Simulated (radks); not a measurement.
Spherical quantum dot in the effective-mass picture: electrons in a hard-walled sphere of radius 2.07, all in effective atomic units (hartree* = m*/eps^2 hartree, bohr* = eps/m* bohr), one dielectric constant everywhere. Calculated with a radial shooting solver with Libxc functionals: non-relativistic Kohn-Sham, LDA (Slater exchange, Perdew-Wang correlation), spin-polarised, spherical densities. Levels are named by radial order and angular momentum (1s, 1p, 1d, 2s, ...), and open shells are averaged over m. Results are scaled to m* = 0.241 and eps = 5.3, for which hartree* = 233.5 meV and bohr* = 1.164 nm.

N = 2, configuration 1s2. This is the lowest configuration that the search found. Occupied and some empty levels:

| level | occupation | eigenvalue (meV) | <r> (nm) |
|---|---|---|---|
| 1s | 2 | 532.67 | 1.249 |
| 1p | 0 | 793.80 | 1.448 |
| 1d | 0 | 1137.1 | 1.573 |
| 2s | 0 | 1345.7 | 1.188 |

Energy (meV): total 736.527, kinetic 541.95, external 0, Hartree 388.49, exchange-correlation -193.92.

Electron density:

| r (nm) | n(r) (e/nm^3) |
|---|---|
| 0.0529 | 0.1801 |
| 0.174 | 0.1783 |
| 0.294 | 0.1745 |
| 0.415 | 0.1688 |
| 0.536 | 0.1612 |
| 0.656 | 0.1517 |
| 0.777 | 0.1406 |
| 0.898 | 0.1279 |
| 1.02 | 0.1139 |
| 1.14 | 0.09916 |
| 1.26 | 0.08386 |
| 1.38 | 0.06879 |
| 1.50 | 0.05416 |
| 1.62 | 0.04064 |
| 1.74 | 0.02880 |
| 1.86 | 0.01878 |
| 1.98 | 0.01091 |
| 2.11 | 0.005280 |
| 2.23 | 0.001805 |
| 2.35 | 0.0001960 |
